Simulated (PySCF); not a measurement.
**Stationary points of TaOBr3**

These are results of PBE/[Ta def2-SVP with ECP60, O def2-SVP, Br def2-SVP], scalar-relativistic core potentials, density fitting, no spin–orbit coupling, PySCF, not measurements.

Relaxations began from a few typed shapes. The search is not exhaustive: other isomers or separated fragments can lie lower, and high-lying points may rest on an excited occupation.

Task: Order these stationary points by electronic energy, lowest first, in kJ/mol from the lowest minimum.
A. singlet C2v: Ta–Br 2.501 Å (×2), Ta–Br 2.632 Å, Ta–O 1.731 Å; Br–Ta–Br 86.5° (×2), Br–Ta–Br 173.0°, Br–Ta–O 93.5° (×2), Br–Ta–O 180.0°
B. singlet C3v: Ta–Br 2.452 Å (×3), Ta–O 1.723 Å; Br–Ta–Br 112.1° (×3), Br–Ta–O 106.7° (×3)

Result: B (0.0), A (302.5).

Task: Which of them are minima?

Result: By energy in kJ/mol, 0.0: minimum; 302.5: saddle point, 2 imaginary modes.

Formally Ta is in oxidation state +5, d0. The polar-tensor charge on Ta, 1.75, is far below the formal one.

For the lowest minimum: stability towards spin polarisation was not tested. Spin–orbit coupling, left out here, can matter for elements this heavy.
